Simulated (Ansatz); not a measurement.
```yaml
crystal:
  periodic: [false, false, false]
  atoms:
    - {symbol: C, position_ang: [-0.774806, 0.112522, -0.420854]}
    - {symbol: C, position_ang: [0.639056, 0.633221, -0.016639]}
    - {symbol: Ga, position_ang: [0.251242, -1.153751, 0.631705]}
    - {symbol: H, position_ang: [-0.933098, -0.063384, -1.482110]}
    - {symbol: H, position_ang: [-1.620963, 0.634082, 0.019750]}
    - {symbol: H, position_ang: [0.658862, 1.471245, 0.675894]}
    - {symbol: H, position_ang: [1.345375, 0.780986, -0.829905]}
    - {symbol: H, position_ang: [0.526432, -2.472020, 1.366259]}
basis:
  gaussian: {orbitals: pcseg-2}
magnetization: {spin_polarized: true, initial_magnetization: 1}
hamiltonian: {xc: {name: LC-wPBE}}
output: {forces: true}
```

```sh
$ ansatz run in.yaml --threads 2 --pin off --events-out ev --progress --plain --max-ram 4352MiB
```

Shortened log:

```
Error: a molecule whose nuclei and cores have a total charge of 48 cannot have a net charge of 0 together with 1 unpaired electrons
```

**Question.** Something in this input is off. What?

**Answer.** The number of unpaired electrons doesn't fit the electron count. The input was rejected before any iteration.
